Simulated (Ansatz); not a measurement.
Isolated molecules relaxed with PBE0-D4/def2-TZVP in Ansatz; ΔE leaves out vibrations. CBS: MP2 limit from def2 TZ/QZ plus the TZ coupled-cluster correction, frozen cores. This one scheme is used for every species. Functionals use def2-TZVPP. B3LYP here is the variant with VWN-RPA as its local correlation; programs differ in this. Each species was taken in one conformer, which may not be the lowest.

`N[SiH](F)S` → NH₃ + `F[Si]S`  (silylene formation by 1,1-elimination)

```tsv
level	ΔE (kcal/mol)
B3LYP-D4	49.5
HF/def2-SVP	52.1
```

Q: What does CCSD(T)/CBS give? (An estimate is asked.)

A: Computed: +52.4 kcal/mol. The listed levels differ from it by -2.9, -0.3 kcal/mol.

Q: What do rigid-rotor, harmonic-oscillator terms from PBE0-D4/def2-TZVP frequencies (298.15 K, 1 bar) make of the CCSD(T)/CBS value? (Best estimate.)

A: Computed: ΔZPE = -1.0 kcal/mol, ΔH = +52.5 kcal/mol, ΔS = 151 J/(mol·K), ΔG = +41.8 kcal/mol.

Largest T1 diagnostic among the species: 0.015.

From PBE to PBE0 (25 % exact exchange), in def2-TZVPP and without D4, ΔE moves by +5.3 kcal/mol. At CCSD(T), def2-SVP lies −4.7 kcal/mol from the extrapolated value and def2-TZVPP −1.2 kcal/mol. Leaving LDA and LC-ωPBE aside and taking each functional with its dispersion term where it has one, the values, not all of them listed here, spread over 12.2 kcal/mol, from BLYP-D4 to r2SCAN0-D4. LDA lies +8.9 kcal/mol from PBE without D4.
